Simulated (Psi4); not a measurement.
# GeCl2 (SMILES [Cl][Ge][Cl]): the dipole moment, rung by rung

GeCl2 has 3 atoms, charge 0, and is taken as a singlet. SMILES: `[Cl][Ge][Cl]`. Geometry: optimised at PBE0/def2-TZVP.

```csv
atom,x (Å),y (Å),z (Å)
Cl,-0.0866,-1.7100,0.4327
Ge,-0.4192,0.0208,-0.8526
Cl,0.4455,1.5920,0.3893
```

Each level gives the dipole moment (D). The values are calculated.

```csv
level,kind,program,value (D)
PBE-D4/def2-TZVPP (density fitting),GGA,Psi4,1.84
r2SCAN-D4/def2-TZVPP (density fitting),meta-GGA,Psi4,1.85
B3LYP-D4/def2-TZVPP (density fitting),global hybrid,Psi4,2.05
PBE0-D4/def2-TZVPP (density fitting),global hybrid,Psi4,1.99
wB97M-V/def2-TZVPP (density fitting),range-separated hybrid,Psi4,2.11
```

All-electron rows without a relativistic Hamiltonian named are non-relativistic. The values span 1.84 to 2.11 D. Magnitudes only.
